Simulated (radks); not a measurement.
Values are calculated unless marked as measured or tabulated.
All-electron atom: Tc IV in [Kr] 4d4. Code: a radial shooting solver on a logarithmic mesh with Libxc functionals. Model: scalar-relativistic Kohn-Sham, BLYP, spin-polarised, spherical densities, finite nucleus; open shells are filled with parallel spins first (spin-orbit coupling, left out, can overturn this in heavy ions); Fermi nuclear charge, rms radius 4.4112 fm.

X-ray form factor f0, the Fourier transform of the density (f0(0) = 40):

sin(theta)/lambda (1/angstrom),f0 (electrons)
0.05,39.526
0.1,38.194
0.15,36.232
0.2,33.924
0.25,31.528
0.3,29.230
0.4,25.289
0.5,22.292
0.6,20.000
0.8,16.456
1,13.455
1.25,10.352
1.5,8.164
2,5.946
